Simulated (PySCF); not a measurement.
Geometry (Å), atoms numbered from 1 in this order:
```xyz
23

C    -1.0029   -0.6933    1.3979
C    -0.8065    0.5139    0.4824
C    -2.1397    1.0671   -0.0187
Si    0.3688    0.1343   -0.9607
C    -0.3905   -1.1259   -2.1355
C     2.0280   -0.5042   -0.3238
Si    2.9013    0.5854    0.9327
H    -0.0527   -1.0502    1.8247
H    -1.4639   -1.5381    0.8600
H    -1.6686   -0.4481    2.2428
H    -0.3035    1.3087    1.0655
H    -2.0057    1.9556   -0.6559
H    -2.6901    0.3161   -0.6094
H    -2.7928    1.3571    0.8217
H     0.6120    1.4131   -1.7075
H     0.3137   -1.3780   -2.9435
H    -1.3095   -0.7366   -2.6002
H    -0.6440   -2.0588   -1.6075
H     2.6992   -0.6406   -1.1899
H     1.8831   -1.5046    0.1209
H     4.2406    0.0281    1.2999
H     2.0937    0.6991    2.1876
H     3.1027    1.9636    0.3860
```

Geometry: PBE0-D3(BJ)/def2-SVP; GIAO shifts from PySCF 2.14, gas phase, non-relativistic, averaged over equivalent atoms.

At PBE0/pcSseg-1 (213 basis functions, 48 s wall time on 1 thread of an Arm Neoverse V1, shared host):
```
      atoms  δ (ppm)
         C3     19.5
         C1     16.8
         C2     12.8
         C5     -7.4
         C6    -11.3
        Si4     -6.8
        Si7    -70.4
        H15     4.10
H21/H22/H23     3.95
H12/H13/H14     1.01
  H8/H9/H10     0.92
        H11     0.80
H16/H17/H18     0.05
        H20    -0.27
        H19    -0.30
```

δ = σ(ref) − σ, references computed at the same level: 13C (184.41 ppm) and 29Si (351.99 ppm) and 1H (31.27 ppm) against TMS.

Predict the values at HF/pcSseg-1 on the same geometry.

Results:


| atoms | δ at HF/pcSseg-1 | change |
| --- | --- | --- |
| C3 | 18.0 | -1.5 |
| C1 | 16.0 | -0.8 |
| C2 | 7.8 | -5.0 |
| C5 | -6.0 | +1.4 |
| C6 | -12.6 | -1.3 |
| Si4 | -4.8 | +2.0 |
| Si7 | -61.4 | +9.0 |
| H15 | 3.75 | -0.35 |
| H21/H22/H23 | 3.71 | -0.24 |
| H12/H13/H14 | 0.99 | -0.02 |
| H8/H9/H10 | 0.88 | -0.04 |
| H11 | 0.31 | -0.49 |
| H16/H17/H18 | 0.04 | -0.01 |
| H20 | -0.57 | -0.30 |
| H19 | -0.57 | -0.27 |

Shifts are taken against calculated references (same method and geometry level): TMS for 13C (190.85 ppm) and 29Si (393.43 ppm) and 1H (31.69 ppm).

The largest change is at Si7 (silicon bonded to C, 3 H). Cost: 213 basis functions, 19 s wall time on 1 thread of an Arm Neoverse V1, shared host. The order of the carbon signals is the same at both levels.
